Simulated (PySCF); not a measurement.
CH3Li, triplet, at a GFN2-xTB geometry (such geometries of metal compounds can be far from the true shape) (a higher spin typed on purpose: for a closed-shell molecule this is an excited state), with bond 5-2 at 1.8 times its length; PySCF with CASSCF(6,6)/6-31G*.

The PySCF input:
```python
from pyscf import gto, scf, mcscf
import numpy

mol = gto.M(
    atom='''
Li   -1.237384   -0.750669   -1.068819
C     0.391761    0.237665    0.338393
H     0.722172   -0.688585    0.758404
H    -0.308590    0.837477    0.879922
H     1.392994    1.028691   -1.102723
''',
    basis='6-31g*',
    charge=0,
    spin=2,
    verbose=4,
)

mf = scf.ROHF(mol)
mf.kernel()
mc = mcscf.CASSCF(mf, 6, 6)
mc.fix_spin_(ss=2.0)
mc.kernel()
occ = numpy.linalg.eigvalsh(mc.fcisolver.make_rdm1(mc.ci, mc.ncas, mc.nelecas))[::-1]
ss = mc.fcisolver.spin_square(mc.ci, mc.ncas, mc.nelecas)[0]
print('natural occupations', occ.round(4), ' <S^2>', round(ss, 4))
```

Predict the main parts of the log of this PySCF run.


```
PySCF version 2.14.0

[INPUT] verbose = 4
[INPUT] num. atoms = 5
[INPUT] num. electrons = 12
[INPUT] charge = 0
[INPUT] spin (= nelec alpha-beta = 2S) = 2
[INPUT] symmetry False subgroup None
[INPUT] Mole.unit = angstrom
[INPUT] Symbol           X                Y                Z      unit          X                Y                Z       unit  Magmom
[...]
nuclear repulsion = 13.984242159574
number of shells = 18
number of NR pGTOs = 66
number of NR cGTOs = 34
basis = 6-31g*
ecp = {}

******** <class 'pyscf.scf.rohf.ROHF'> ********
method = ROHF
initial guess = minao
damping factor = 0
level_shift factor = 0
DIIS = <class 'pyscf.scf.diis.CDIIS'>
diis_start_cycle = 1
diis_space = 8
diis_damp = 0
SCF conv_tol = 1e-09
SCF conv_tol_grad = None
SCF max_cycles = 50
direct_scf = True
direct_scf_tol = 1e-13
num. doubly occ = 5  num. singly occ = 2
Set gradient conv threshold to 3.16228e-05
init E= -46.4805898560155
[...]
cycle= 1 E= -46.808049491725  delta_E= -0.327  |g|= 0.17  |ddm|= 1.48
[...]
cycle= 2 E= -46.8227832923594  delta_E= -0.0147  |g|= 0.0754  |ddm|= 0.326
[...]
cycle= 3 E= -46.8254399565914  delta_E= -0.00266  |g|= 0.0331  |ddm|= 0.104
[...]
cycle= 4 E= -46.8263337300926  delta_E= -0.000894  |g|= 0.00976  |ddm|= 0.0602
[...]
cycle= 5 E= -46.8269750332405  delta_E= -0.000641  |g|= 0.0121  |ddm|= 0.0799
[...]
cycle= 6 E= -46.8272582906615  delta_E= -0.000283  |g|= 0.0121  |ddm|= 0.0346
[...]
cycle= 7 E= -46.8278921257447  delta_E= -0.000634  |g|= 0.0125  |ddm|= 0.0813
[...]
cycle= 8 E= -46.8284573519291  delta_E= -0.000565  |g|= 0.012  |ddm|= 0.074
[...]
cycle= 9 E= -46.8286940844718  delta_E= -0.000237  |g|= 0.0303  |ddm|= 0.588
[...]
cycle= 10 E= -46.8297060193792  delta_E= -0.00101  |g|= 0.005  |ddm|= 0.408
[...]
cycle= 11 E= -46.8301785387138  delta_E= -0.000473  |g|= 0.0018  |ddm|= 0.168
[...]
cycle= 12 E= -46.8299786635232  delta_E= 0.0002  |g|= 0.00719  |ddm|= 0.0883
[...]
cycle= 13 E= -46.8301929268061  delta_E= -0.000214  |g|= 0.0018  |ddm|= 0.0917
[...]
cycle= 14 E= -46.8301934877994  delta_E= -5.61e-07  |g|= 0.00149  |ddm|= 0.0037
[...]
cycle= 15 E= -46.83020303233  delta_E= -9.54e-06  |g|= 0.000244  |ddm|= 0.0235
[...]
cycle= 16 E= -46.8302030844358  delta_E= -5.21e-08  |g|= 6.52e-05  |ddm|= 0.000907
[...]
cycle= 17 E= -46.8302030957309  delta_E= -1.13e-08  |g|= 7.84e-06  |ddm|= 0.000849
[...]
cycle= 18 E= -46.8302030961031  delta_E= -3.72e-10  |g|= 2.24e-06  |ddm|= 0.00018
[...]
[...]
converged SCF energy = -46.8302030961178
[...]
CAS (4e+2e, 6o), ncore = 3, nvir = 25
max_cycle_macro = 50
max_cycle_micro = 4
conv_tol = 1e-07
conv_tol_grad = None
orbital rotation max_stepsize = 0.02
orbital rotation threshold for CI restart = 0.01
augmented hessian ah_max_cycle = 30
augmented hessian ah_conv_tol = 1e-12
augmented hessian ah_linear dependence = 1e-14
augmented hessian ah_level shift = 1e-08
augmented hessian ah_start_tol = 2.5
augmented hessian ah_start_cycle = 3
augmented hessian ah_grad_trust_region = 3
kf_trust_region = 3
kf_interval = 4
ci_response_space = 4
ci_grad_trust_region = 3
with_dep4 0
natorb = False
canonicalization = True
sorting_mo_energy = False
ao2mo_level = 2
internal_rotation = False
******** <class 'pyscf.fci.addons.SpinPenaltyFCISolver'> ********
max. cycles = 50
conv_tol = 1e-08
davidson only = True
linear dependence = 1e-12
level shift = 0.001
max iter space = 12
nroots = 1
pspace_size = 400
spin = None
CASCI E = -46.8509248436546  S^2 = 2.0000000
Set conv_tol_grad to 0.000316228
macro iter   1 ( 21 JK    4 micro), CASSCF E = -46.8818744070881  dE = -3.09495634e-02  S^2 = 2.0000000
               |grad[o]|=0.0501  |grad[c]|=0.0306  |ddm|=0.144  |maxRot[o]|=0.312
macro iter   2 ( 21 JK    4 micro), CASSCF E = -46.8874863151650  dE = -5.61190808e-03  S^2 = 2.0000000
               |grad[o]|=0.0397  |grad[c]|=0.0137  |ddm|=0.0141  |maxRot[o]|=0.306
macro iter   3 ( 21 JK    4 micro), CASSCF E = -46.8927640136495  dE = -5.27769848e-03  S^2 = 2.0000000
               |grad[o]|=0.0207  |grad[c]|=0.0111  |ddm|=0.00778  |maxRot[o]|= 0.31
macro iter   4 ( 21 JK    4 micro), CASSCF E = -46.8956175020881  dE = -2.85348844e-03  S^2 = 2.0000000
               |grad[o]|=0.0129  |grad[c]|=0.00459  |ddm|=0.00706  |maxRot[o]|=0.311
macro iter   5 ( 13 JK    4 micro), CASSCF E = -46.8956996667837  dE = -8.21646956e-05  S^2 = 2.0000000
               |grad[o]|=0.00339  |grad[c]|=0.000188  |ddm|=0.00447  |maxRot[o]|=0.0553
macro iter   6 (  4 JK    1 micro), CASSCF E = -46.8956996886799  dE = -2.18961773e-08  S^2 = 2.0000000
               |grad[o]|=0.000119  |grad[c]|=8.12e-05  |ddm|=0.000183  |maxRot[o]|=0.000464
1-step CASSCF converged in   6 macro (101 JK  21 micro) steps
CASSCF canonicalization
Density matrix diagonal elements [1.9887142  1.7990648  0.99851097 0.97699549 0.2254379  0.01127664]
CASSCF energy = -46.8956996886799
CASCI E = -46.8956996886799  E(CI) = -7.68696404418151  S^2 = 2.0000000
natural occupations [1.9887 1.7995 1.0026 0.9971 0.2007 0.0113]  <S^2> 2.0
```
